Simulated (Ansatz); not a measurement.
Mulliken charges of CH₆GaInO, SMILES `[CH3][In]([OH])[GaH2]` from PBE/def2-TZVPP in Ansatz (PBE0-D4/def2-TZVP geometry).

| atom | x (Å) | y (Å) | z (Å) | charge (e) |
| --- | --- | --- | --- | --- |
| C1 | 0.704 | 1.959 | 0.223 | -0.553 |
| In2 | -0.125 | -0.022 | 0.227 | 0.538 |
| O3 | -1.088 | -0.228 | 1.977 | -0.482 |
| Ga4 | -0.165 | -2.079 | -1.398 | 0.073 |
| H5 | 0.394 | 2.462 | 1.139 | 0.133 |
| H6 | 0.352 | 2.525 | -0.641 | 0.108 |
| H7 | 1.794 | 1.918 | 0.183 | 0.107 |
| H8 | -1.509 | -1.079 | 2.110 | 0.163 |
| H9 | -1.306 | -2.262 | -2.472 | -0.044 |
| H10 | 0.950 | -3.193 | -1.350 | -0.044 |

Problem. By hand: the dipole of these point charges (1 e Å = 4.8032 D).

Solution. Σ q r = (0.108, -0.268, -0.442) e Å, of length 0.528 e Å = 2.54 D.

Problem. How does the dipole of the full density compare? (Estimate.)

Solution. Ansatz gave: (0.106, -0.105, -0.298) e Å, 1.60 D; the point charges give 1.59 times that, at 13° from its direction.

Point charges leave out the atoms' own dipoles, such as those of lone pairs, and Mulliken's split depends on the basis, so the two needn't agree.
